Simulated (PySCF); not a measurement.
`C=C=[CH][GeH3]`. Computed with PBE0-D3(BJ)/def2-SVP geometry optimisation, gas phase in PySCF.

```
atom  x, y, z in Å
C1     2.2056   -0.1788   -0.3412
C2     1.0297    0.3445   -0.1017
C3    -0.1606    0.8313    0.1354
Ge4   -1.7320   -0.3114    0.2054
H5     2.8448   -0.5277    0.4763
H6     2.5836   -0.2756   -1.3640
H7    -0.2767    1.9104    0.3013
H8    -1.2970   -1.7622   -0.0547
H9    -2.3990   -0.1993    1.5902
H10   -2.7513    0.1344   -0.8613
```

(1) What is the repulsion energy of the bare nuclei, Σ ZA·ZB/RAB?

(2) Which two atoms are farthest apart?

(3) Work out the bond lengths C1–H5, C1–H6, C2=C3, C3–Ge4, C3–H7, Ge4–H9, Ge4–H10 in pm.

(4) Where is the centre of mass (commonest isotopes), and what is the radius of gyration?

(5) What are the angles C2–C1–H5, C1–C2–C3, C2–C3–H7, H8–Ge4–H10, C3–Ge4–H9?

(6) Give the dihedral angles C2–C3–Ge4–H9, H7–C3–Ge4–H9, H7–C3–Ge4–H8, H7–C3–Ge4–H10, C2–C3–Ge4–H8, C2–C3–Ge4–H10.

(7) How far apart are these pairs, which share no bond: C1···C3, C1···H7, C2···H9, C3···H6, C3···H8, Ge4···H7, H8···H10?

(8) How far are the heavy atoms from their best plane (unweighted least squares)?

(9) Write the matrix of distances between heavy atoms (Å, lower triangle).

Answers

(1) 223.01 Eh over 45 pairs, with full nuclear charges and distances in bohr; the largest single term is 52.26 Eh (C3 with Ge4).

(2) H6···H9 and H5···H10, 5.793 Å down to 5.792 Å.

(3) For C1–H5 the difference vector is (0.6392, -0.3489, 0.8175) Å, of length 1.0948 Å. C1–H5 109.5; C1–H6 109.5; C2=C3 130.8; C3–Ge4 194.4; C3–H7 109.8; Ge4–H9 154.1; Ge4–H10 154.1 pm.

(4) Mass 115.968 u; centre at (-0.797, -0.102, 0.100) Å; Rg = √(Σ m r²/M) = 1.560 Å. As Ia + Ib + Ic = 2 Σ m r², the three principal moments sum to 564.1 u·Å².

(5) From the scalar product of the two bond vectors; for C2–C1–H5 it is -0.7384 Å² over 1.3092 × 1.0948 Å², cos θ = -0.5152. C2–C1–H5 121.0°; C1–C2–C3 178.3°; C2–C3–H7 119.3°; H8–Ge4–H10 110.1°; C3–Ge4–H9 109.8°.

(6) C2–C3–Ge4–H9 120° (anticlinal); H7–C3–Ge4–H9 -59° (synclinal); H7–C3–Ge4–H8 180° (antiperiplanar); H7–C3–Ge4–H10 60° (synclinal); C2–C3–Ge4–H8 0° (synperiplanar); C2–C3–Ge4–H10 -120° (anticlinal). Dihedral signs follow IUPAC: positive where, seen along the central bond, the front bond turns clockwise onto the rear one.

(7) C1···C3 2.617 Å (2 bonds apart); C1···H7 3.307 Å (3 bonds apart); C2···H9 3.862 Å (3 bonds apart); C3···H6 3.317 Å (3 bonds apart); C3···H8 2.838 Å (2 bonds apart); Ge4···H7 2.658 Å (2 bonds apart); H8···H10 2.522 Å (2 bonds apart).

(8) 0.000 Å rms; none is more than 0.001 Å off.

(9) 
```
C1    0.000
C2    1.309  0.000
C3    2.617  1.308  0.000
Ge4   3.978  2.855  1.944  0.000
```

The point group is Cs within 0.08 Å; differences among equivalent distances and angles are scatter left by the optimiser. Whether it is a minimum is left open (no frequencies).

Time: 22 s of wall time; peak memory 0.42 GiB. Hardware: Arm Neoverse V2, one thread (shared host). These figures are those of the optimisation.
